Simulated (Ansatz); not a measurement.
ReO2 (the lowest doublet isomer of a short search) was relaxed with PBE0-D4 (def2-TZVP) in Ansatz in these states: charge +1 singlet, neutral quartet. The geometries follow in no particular order.

In the def2 sets Re takes a core potential; there is no spin–orbit coupling.

A:

```xyz
3

Re    0.290    0.153   -0.318
O    -0.918   -0.879   -0.933
O     0.628    0.726    1.251
```

B:

Cartesian coordinates in Å:
```
Re -0.2264 0.3117 -0.5586
O -0.7020 -1.1292 0.0664
O 0.9284 0.8175 0.4921
```

**Question.** Judge from the bond lengths which geometry belongs to which state (an estimate).

**Answer.** A is the neutral quartet (Re1–O2 1.704 Å, Re1–O3 1.704 Å); B is the charge +1 singlet (Re1–O2 1.641 Å, Re1–O3 1.641 Å).

These are the stationary points nearest to one start from a short search; other shapes may lie lower in each state.
